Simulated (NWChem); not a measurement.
C2H6NO cation; SMILES C(=[OH+])(N)C

```xyz
10

C      0.1485    -1.4082     0.0012
C     -0.0052     0.0633     0.0005
N      1.0124     0.8740    -0.0003
O     -1.1714     0.6224     0.0000
H     -0.3511    -1.8262     0.8905
H      1.2000    -1.7176     0.0064
H     -0.3447    -1.8272    -0.8912
H      0.8675     1.8838    -0.0010
H      1.9659     0.5248    -0.0003
H     -1.9067    -0.0108     0.0008
```
Atoms are numbered in this order, from 1.

Results from NWChem. Pople sets run with spherical d functions. STO-3G and 3-21G are far too small for this property and stand as cheap habits. Structure relaxed at the PBE0/def2-SVP level. GIAO values for the isolated, static molecule; σ is the absolute isotropic shielding, δ = σ(reference) − σ with the isolated reference molecule computed at the same levels (13C: tetramethylsilane, 1H: tetramethylsilane, 15N: ammonia, 17O: water).

```csv
level,δ C1 (ppm),δ C2 (ppm),δ N3 (ppm),δ O4 (ppm),δ H5 (rotor mean) (ppm),δ H9 (ppm),δ H10 (ppm)
BHandHLYP/pcSseg-1,21.1,193.6,150.3,209.2,2.89,7.05,7.77
Hartree-Fock/6-31G*,18.1,182.6,116.0,156.9,2.83,6.79,7.47
Hartree-Fock/STO-3G,[?],[?],[?],[?],[?],[?],[?]
```

Question: What belongs in the gaps?

Answer: 
- Hartree-Fock/STO-3G, δ C1 (ppm): 26.8
- Hartree-Fock/STO-3G, δ C2 (ppm): 161.9
- Hartree-Fock/STO-3G, δ N3 (ppm): 80.6
- Hartree-Fock/STO-3G, δ O4 (ppm): 119.2
- Hartree-Fock/STO-3G, δ H5 (rotor mean) (ppm): 3.18
- Hartree-Fock/STO-3G, δ H9 (ppm): 8.02
- Hartree-Fock/STO-3G, δ H10 (ppm): 8.55
